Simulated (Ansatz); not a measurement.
Ideal-gas functions of GaH₃OSi, SMILES `[O]1[SiH2][GaH]1` at 500 K and 1 bar, from an Ansatz frequency run at PBE0-D4/def2-TZVP.

Molar mass 116.83 g/mol, point group Cs (symmetry number 1), electronic degeneracy 1, moments of inertia 27.788, 129.898, 151.801 u Å². Harmonic wavenumbers (cm⁻¹, unscaled): 350, 400, 408, 453, 550, 652, 787, 901, 987, 1998, 2203, 2211.

Use S(trans) = R[1.5 ln M + 2.5 ln T − 1.1517]; rotational temperatures θ = 24.2544 K / I; S(rot) = R[ln(√π/σ · √(T³/θAθBθC)) + 1.5]; for each mode x = 1.438777 ν̃/T, S = R[x/(eˣ − 1) − ln(1 − e⁻ˣ)] and H = RT x/(eˣ − 1); 1 cm⁻¹ = 0.0119627 kJ/mol; R = 8.31446 J/(mol·K).

Task: By hand: the entropy, in J/(mol·K).

Result: Translation 179.0. Rotation: θ = 0.8728, 0.1867, 0.1598 K, giving 109.9. Vibration, mode by mode: 8.60, 7.59, 7.44, 6.68, 5.31, 4.20, 3.09, 2.39, 1.97, 0.18, 0.11, 0.11, in all 47.7. Electronic 0.0. Sum 336.6 J/(mol·K).

Task: By hand: H − E and G − E in kJ/mol, counted from the electronic energy.

Result: Zero-point energy ½ × 11900 × 0.0119627 = 71.2; thermal vibration 14.8; translation, rotation and pV give 4 RT = 16.6. H − E = 102.6 kJ/mol, and G − E = 102.6 − 500 × 336.6/1000 = -65.7 kJ/mol.

Vibration gives 14 % of the entropy.
